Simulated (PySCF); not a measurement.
## Continuum solvent and chemical shifts

Cartesian coordinates in Å; atom numbers follow the order of the lines, from 1:
```xyz
16

C     4.4452    0.9002    1.1171
C     3.3247    0.7220    0.6767
C     2.0616    0.5244    0.1799
C     0.9433    0.3382   -0.2672
C    -0.4027    0.1381   -0.8077
C    -0.9494   -1.3044   -0.5396
N    -2.1458   -1.0970    0.2439
B    -2.4088    0.2735    0.4512
N    -1.3926    1.0124   -0.2030
H     5.4356    1.0485    1.5056
H    -0.3363    0.3065   -1.9000
H    -0.1931   -1.9060   -0.0074
H    -1.1541   -1.8133   -1.4982
H    -2.6730   -1.8923    0.5676
H    -3.3348    0.7380    1.0652
H    -1.2362    2.0081   -0.2155
```

GIAO PBE0/pcSseg-1 in PySCF on one PBE0-D3(BJ)/def2-SVP conformer, non-relativistic, equivalent nuclei averaged. Solvents enter as an IEF-PCM continuum (cyclohexane with ε = 2.0, chloroform with ε = 4.7) around the gas-phase geometry. Shifts are referred to TMS, BF3·OEt2 computed in the same medium.

Gas phase, δ in ppm: C4 82.2, C3 74.1, C1 73.3, C2 72.2, C6 54.8, C5 48.6, B8 25.0, H11 4.51, H15 4.22, H13 3.75, H12 3.52, H16 2.46, H14 2.21, H10 1.85. Dipole moment 1.10 D.

Question: How does each δ change in the continuum?

Answer: 
| atoms | environment | Δδ, cyclohexane | Δδ, chloroform |
| --- | --- | --- | --- |
| C4 | alkyne carbon | +1.7 | +3.1 |
| C3 | alkyne carbon | -0.7 | -1.3 |
| C1 | terminal alkyne carbon | +1.4 | +2.6 |
| C2 | alkyne carbon | 0.0 | -0.1 |
| C6 | sp3 CH2 bonded to N | +0.2 | +0.5 |
| C5 | propargylic sp3 CH bonded to N | +0.3 | +0.5 |
| B8 | boron bonded to 2 N, H, in a 5-membered ring | +0.1 | +0.2 |
| H11 | hydrogen on a propargylic sp3 CH bonded to N | +0.08 | +0.15 |
| H15 | hydrogen on a boron bonded to 2 N, in a 5-membered ring | -0.05 | -0.09 |
| H13 | hydrogen on an sp3 CH2 bonded to N | +0.07 | +0.13 |
| H12 | hydrogen on an sp3 CH2 bonded to N | +0.02 | +0.04 |
| H16 | hydrogen on a nitrogen bonded to C, B, in a 5-membered ring | +0.20 | +0.35 |
| H14 | hydrogen on a nitrogen bonded to C, B, in a 5-membered ring | +0.25 | +0.44 |
| H10 | hydrogen on a terminal alkyne carbon | +0.24 | +0.44 |

Changes are relative to the gas phase. The dipole moment becomes 1.25 D in cyclohexane, 1.38 D in chloroform.

Question: Which of the listed nuclei move most (in ppm), and what does the model miss? (N and O are left out, as their reference compounds move with the solvent too.)

Answer: C4 (alkyne carbon, +3.1 ppm) in chloroform. A continuum only polarises the solute; specific hydrogen bonds, the anisotropy of aromatic solvents and changes of geometry or conformer are outside it.
